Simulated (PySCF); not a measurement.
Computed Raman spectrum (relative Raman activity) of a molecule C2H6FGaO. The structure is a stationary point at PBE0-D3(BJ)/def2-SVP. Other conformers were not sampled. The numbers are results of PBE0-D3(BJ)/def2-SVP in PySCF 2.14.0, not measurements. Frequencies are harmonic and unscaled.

Lines under 2 % of the strongest are left out, and lines within 2 cm⁻¹ are merged.

```tsv
ν (cm⁻¹)	relative intensity
551	15
702	3.1
724	2.9
1063	3.6
1227	7.7
1397	4.1
1429	5.7
1471	10
1479	13
3048	100
3071	89
3121	93
3135	78
3144	11
3920	54
```

Q: Identify the compound among the candidates.
A. C[CH2][Ga]([OH])[F]
B. C[O][Ga]([CH3])[F]
C. CC[O][GaH][F]

A: A, C[CH2][Ga]([OH])[F]
